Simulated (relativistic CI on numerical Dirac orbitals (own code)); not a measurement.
**Hyperfine structure of Lu54+, mass number 176**

Method of calculation: Dirac-Coulomb-Breit CI, orbitals from a KLI potential per configuration, model QED, unscaled Slater integrals (own radial code, finite nucleus).

Configurations in the expansion (outside the closed core [Ne]): 3s²3p⁵, 3s3p⁶, 3s²3p⁴3d, 3s3p⁵3d, 3p⁶3d, 3s3p⁴3d², 3s²3p³3d4p, 3p⁶4s, 3s3p⁴3d4s, 3s²3p⁴4s, 3p⁶4p, 3s²3p⁴4p, 3s²3p³3d², 3s²3p²3d³, 3s3p³3d³, 3s²3p²3d²4s, 3s²3p²3d²4p. Double excitations out of closed p, d and f shells are left out; levels of such configurations are missing from the list, as are those of other unlisted configurations, and high levels can miss mixing partners.

Nuclear spin I = 7, μ = 3.16 μN, Q = 4.92 b (tables of Stone and Pyykkö). The electronic factors are computed for point nuclear moments, without core polarisation or the Bohr-Weisskopf and QED corrections.

```
         Level  E (cm⁻¹)  A (GHz)  B (GHz)
 3s²3p⁵ ²P°3/2         0    82.23    -1770
3s²3p⁴3d ²D3/2   2026857    46.41     1110
 3s²3p⁵ ²P°1/2   2299009    688.3         
3s²3p⁴3d ⁴F9/2   2360151    46.64      516
3s²3p⁴3d ²P1/2   2405140    -32.7         
3s²3p⁴3d ²D5/2   2581472    23.65     2020
3s²3p⁴3d ²D5/2   2663346    35.72    -1590
```

Levels with J = 0, under 50 % of one LS term, or S terms without an open s electron are left out. Small factors come from cancelling terms and can be off by tens of per cent or more.

At this charge energies of transitions that change n are usually good to better than 1 %, and those within a shell (Δn = 0) to a few per cent.

(1) Give the hyperfine levels of 3s²3p⁴3d ²D3/2 relative to its centre of gravity.

## Answers

(1) With K = F(F + 1) − I(I + 1) − J(J + 1), E = AK/2 + B[¾K(K + 1) − I(I + 1)J(J + 1)]/[2I(2I − 1)J(2J − 1)]: F = 11/2: -143.9, F = 13/2: -513.5, F = 15/2: -302, F = 17/2: 763.7 GHz.

LS names give the leading component of a level, which can be under half, so a name can repeat, a term be missing and a line seem to break the LS rules.
